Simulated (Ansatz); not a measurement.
SeS₂. The state is a triplet with charge 0. Geometry PBE0-D4/def2-TZVP.

```tsv
atom	x (Å)	y (Å)	z (Å)
S1	1.3144	0.6613	-0.3822
S2	-0.1969	-0.5351	-0.7543
Se3	-1.1175	-0.1262	1.1365
```

LC-ωPBE has ω = 0.4 bohr⁻¹. At PBE0-D4/def2-TZVP a broken-symmetry singlet of charge 0 lies 0.51 eV below the triplet, each at its own geometry. The structure comes from a short search, and lower isomers may exist.

Task: Estimate the α-spin orbital energies around the gap (eV) in Ansatz with PBE-D4/def2-TZVP, r2SCAN-D4/def2-TZVP, PBE0-D4/def2-TZVP, LC-ωPBE/def2-TZVP, ωB97X-V/def2-TZVP.

Result: 
```
orbital  PBE-D4/def2-TZVP  r2SCAN-D4/def2-TZVP  PBE0-D4/def2-TZVP  LC-ωPBE/def2-TZVP  ωB97X-V/def2-TZVP
HOMO−13            -54.59               -55.68             -59.33             -60.55             -61.51
HOMO−12            -54.48               -55.57             -59.19             -60.27             -61.28
HOMO−11            -54.36               -55.44             -59.07             -60.20             -61.20
HOMO−10            -54.34               -55.43             -59.05             -60.13             -61.15
 HOMO−9            -21.56               -22.55             -24.15             -27.69             -27.14
 HOMO−8            -17.72               -18.52             -19.97             -23.48             -22.89
 HOMO−7            -15.26               -15.98             -17.35             -20.61             -20.13
 HOMO−6            -10.37               -10.79             -11.72             -14.55             -14.13
 HOMO−5            -10.23               -10.69             -11.69             -14.32             -13.96
 HOMO−4             -9.55               -10.06             -11.20             -14.30             -13.81
 HOMO−3             -7.36                -7.71              -8.62             -11.41             -10.94
 HOMO−2             -6.66                -7.02              -7.98             -10.84             -10.34
 HOMO−1             -6.14                -6.54              -7.40              -9.99              -9.59
   HOMO             -5.41                -5.75              -6.67              -9.28              -8.89
   LUMO             -2.52                -2.40              -1.65               0.62               0.54
 LUMO+1             -1.81                -1.65              -0.86               1.56               1.42
 LUMO+2              3.05                 3.50               4.00               6.32               6.21
 LUMO+3              3.61                 4.09               4.53               6.82               6.68
 LUMO+4              3.71                 4.15               4.67               7.05               6.88
 LUMO+5              3.73                 4.29               4.70               7.14               7.04
 β HOMO             -6.01                -6.20              -6.89              -9.35              -9.02
 β LUMO             -5.13                -5.02              -4.35              -2.14              -2.44
```
